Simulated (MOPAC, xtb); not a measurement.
Pair of molecules: FGeH3O (SMILES [OH][GeH2][F]) (first 6 atoms) with NH3 (SMILES N); geometry from B3LYP-D3(BJ)/def2-TZVP, rigid monomers moved along the line of their centres of mass till Ge2···N7 is 4.50 Å.
(charge 0, multiplicity 1):
```xyz
10

O     -1.43535     0.34290     0.81499
Ge     0.22156    -0.32738     0.64328
F      0.08598    -0.82233    -1.06961
H     -1.88855     0.24213    -0.03012
H      0.46127    -1.67957     1.31938
H      1.34649     0.70734     0.55930
N      0.21424     1.04259     4.92468
H      0.24736     0.33041     5.64512
H      0.84336     1.79175     5.18971
H     -0.73023     1.41227     4.87960
```

Counterpoise-corrected where a basis set is named; no monomer relaxation.

The state reached by PM3, PM6 isn't checked.

Codes used: MOPAC for PM3, PM6 (differences of heats of formation); xtb for the GFN methods. Each number belongs to the level named beside it.

One of these levels gives -29.0 meV for the interaction energy. Name it.
A) PM6
B) GFN1-xTB
C) PM3
D) GFN-FF

D, GFN-FF. The others give 0.2 (PM3), -65.2 (PM6), -133.9 (GFN1-xTB)
